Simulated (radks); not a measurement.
The numbers below are computed, except where a source is named.
Question: Ru, configuration [Kr] 4d6 5s1 6s1 (not the ground configuration). Level of theory: Dirac Kohn-Sham, PBEsol, spin-unpolarised, spherical densities, finite nucleus; open shells fill j = l - 1/2 first; Fermi nuclear charge, rms radius 4.4809 fm (a radial shooting solver on a logarithmic mesh with Libxc functionals). Some entries of the table are withheld. Estimate them.

orbital  occ.  eigenvalue (hartree)  <r^2> (bohr^2)
1s1/2       2             -805.5367        0.001511
2s1/2       2                   (1)         0.02497
2p1/2       2                   (2)         0.01877
2p3/2       4                   (3)         0.02012
3s1/2       2             -20.66031          0.1858
3p1/2       2             -17.25575          0.1824
3p3/2       4             -16.43994          0.1922
3d3/2       4             -10.40797             (4)
3d5/2       6             -10.24895             (5)
4s1/2       2                   (6)           1.170
4p1/2       2              -2.06220             (7)
4p3/2       4              -1.93607             (8)
4d3/2       4              -0.44267           2.957
4d5/2       2              -0.42946           3.031
5s1/2       1              -0.30734           10.01
6s1/2       1              -0.05334           83.11

Answer: 
(1) 2s1/2 eigenvalue (hartree): -116.0463
(2) 2p1/2 eigenvalue (hartree): -107.2702
(3) 2p3/2 eigenvalue (hartree): -102.4635
(4) 3d3/2 <r^2> (bohr^2): 0.1751
(5) 3d5/2 <r^2> (bohr^2): 0.1781
(6) 4s1/2 eigenvalue (hartree): -3.07952
(7) 4p1/2 <r^2> (bohr^2): 1.390
(8) 4p3/2 <r^2> (bohr^2): 1.469
